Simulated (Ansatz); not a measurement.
```
atom   x (Å)    y (Å)    z (Å)
   C  0.0000   0.0000  -0.5438
   F  0.0000   0.9419   0.1813
   F  0.0000  -0.9419   0.1813
```

Basis set: def2-TZVP (spherical functions). Frozen core: 3 orbitals. Charge 0, multiplicity 1.

Computed with Ansatz (development build ahead of 0.2.0); each method stands on the lowest determinant of its kind that the runs found. Restricted open shells among the atoms or ions are ROHF, correlated in semicanonical orbitals with singles.

Task: Give the atomization energy at this shape (free ground-state atoms in the same class of orbitals less the molecule, no zero-point energy) of singlet CF₂ by RHF-MP2, RHF.

Result:

```json
{"method": "RHF-MP2", "atomization energy": "10.59 eV"}
{"method": "RHF", "atomization energy": "6.75 eV"}
```

Caution: no unrestricted run beside it, a lower state can exist; the shape is not the minimum.
